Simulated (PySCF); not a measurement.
Nb: excitation energy

Nb [Kr] 4d4 5s1 (6D) → Nb [Kr] 4d3 5s1 5p1 (high-spin determinant), as a difference of total energies. Computed with PySCF 2.14 in x2c-TZVPPall with one added diffuse shell each of s, p, d, f type (9s7p7d3f1g, 95 functions), with the spin-free X2C one-electron Hamiltonian (Gaussian nucleus). Correlated levels: valence: [Kr] frozen. The calculations carry no spin-orbit coupling.

```tsv
method	excitation energy (cm⁻¹)
UHF	12357
MP2 (valence)	16452
SCS-MP2 (valence)	13722
CCSD (valence)	16460
CCSD(T) (valence)	16571
```

A first-order spin-orbit estimate (lowest level to lowest level, LS coupling) adds -0.096 eV.

The determinant of the upper state mixes LS terms, which raises its energy above the lowest term, most at the Hartree-Fock and MP2 levels.
